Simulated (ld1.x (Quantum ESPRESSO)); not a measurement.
# Reading a pseudo-wave (zirconium)

Columns: radius, all-electron u(r) and pseudo u(r) of the 4p shell (level -32.43 eV) of zirconium in the configuration [Ar] 3d10 4s2 4p6 4d2 5s2 5p0; Wu–Cohen, scalar-relativistic, TM scheme, ld1.x (Quantum ESPRESSO) 7.5.

```
r (bohr)  all-electron  pseudo
   0.105        0.2846  0.0154
   0.210       -0.2009  0.0609
   0.315       -0.4875  0.1347
   0.420       -0.4028  0.2333
   0.525       -0.1222  0.3519
   0.630        0.2019  0.4835
   0.735        0.4885  0.6183
   0.840        0.7069  0.7446
   0.945        0.8530  0.8493
   1.050        0.9351  0.9215
   1.155        0.9649  0.9553
   1.260        0.9558  0.9519
   1.365        0.9193  0.9185
   1.470        0.8651  0.8650
   1.575        0.8006  0.8006
   1.680        0.7313  0.7313
   1.785        0.6611  0.6611
   1.890        0.5927  0.5927
   1.995        0.5278  0.5278
   2.100        0.4674  0.4674
   2.205        0.4120  0.4120
   2.310        0.3618  0.3618
   2.415        0.3168  0.3168
   2.520        0.2766  0.2766
   2.625        0.2410  0.2410
   2.730        0.2096  0.2096
```

(1) How many radial nodes do the two functions have?

(2) At about which radius was the pseudo-wave matched?

(3) Where does each function peak?

(4) Is the pseudo-wave norm-conserving?

Answers

(1) The all-electron 4p function has n − l − 1 = 2; the pseudo-wave has 0, since the states of the same l below it are removed with the core.

(2) 1.60 bohr. The columns agree to 0.0005 from 1.47 bohr on; several derivatives are matched, so the curves merge somewhat inside the radius.

(3) Outermost all-electron maximum near 1.16 bohr, pseudo maximum near 1.16 bohr (to the table’s step).

(4) Yes: the TM scheme keeps the norm inside the radius equal to the all-electron one, which fixes the energy derivative of the logarithmic derivative at the level.
